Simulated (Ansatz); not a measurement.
```yaml
crystal:
  periodic: [false, false, false]
  atoms:
    - {symbol: C, position_ang: [0.267670, -1.840636, -0.025047]}
    - {symbol: C, position_ang: [0.427301, -0.328118, 0.013513]}
    - {symbol: C, position_ang: [0.606303, 0.233558, -1.389804]}
    - {symbol: C, position_ang: [-0.764996, 0.327502, 0.710300]}
    - {symbol: B, position_ang: [-0.660082, 1.838025, 1.068663]}
    - {symbol: Cl, position_ang: [-2.101533, 2.820778, 1.227584]}
    - {symbol: Cl, position_ang: [0.876651, 2.608002, 1.408681]}
    - {symbol: H, position_ang: [0.175935, -2.258632, 0.980809]}
    - {symbol: H, position_ang: [1.124987, -2.314970, -0.509343]}
    - {symbol: H, position_ang: [-0.628835, -2.122843, -0.586266]}
    - {symbol: H, position_ang: [1.328581, -0.094218, 0.591594]}
    - {symbol: H, position_ang: [0.765331, 1.314817, -1.375361]}
    - {symbol: H, position_ang: [-0.279712, 0.032504, -2.000695]}
    - {symbol: H, position_ang: [1.464574, -0.221055, -1.890138]}
    - {symbol: H, position_ang: [-1.684288, 0.150802, 0.139876]}
    - {symbol: H, position_ang: [-0.940785, -0.168015, 1.679932]}
basis:
  gaussian: {orbitals: def2-SVPD}
hamiltonian: {xc: {name: wB97X-D}, dispersion: d4}
accuracy: high
output: {forces: true}
```

```sh
$ ansatz run in.yaml --threads 2 --pin off --events-out ev --progress --plain --max-ram 22528MiB --backend cpu
```

Shortened log:

```
Error: YAML parse error: error: line 22 column 19: hamiltonian.xc: no functional is named "wB97X-D"; the names, which are not case-sensitive, are SVWN5, SPW92, PBE, PBE0, PBEsol, revPBE, revPBE0, RPBE, rPW86-PBE, HSE06, wPBEh, LC-wPBE, HISS, HF, BLYP, B3LYP, B3LYP5, BHLYP, CAM-B3LYP, r2SCAN, r2SCANh, r2SCAN0, r2SCAN50, m-r2SCAN, B97, wB97, wB97X, wB97X-V, B97M-V, wB97M-V, B2PLYP, B2GP-PLYP, PBE0-DH, PBE-QIDH
20 | basis:
21 |   gaussian: {orbitals: def2-SVPD}
22 | hamiltonian: {xc: {name: wB97X-D}, dispersion: d4}
23 | accuracy: high
24 | output: {forces: true}
```

Task: What is wrong with this run?

Result: The method's name isn't one that the program takes here. The program refused the input.

HSE06 is defined as in plane-wave codes.
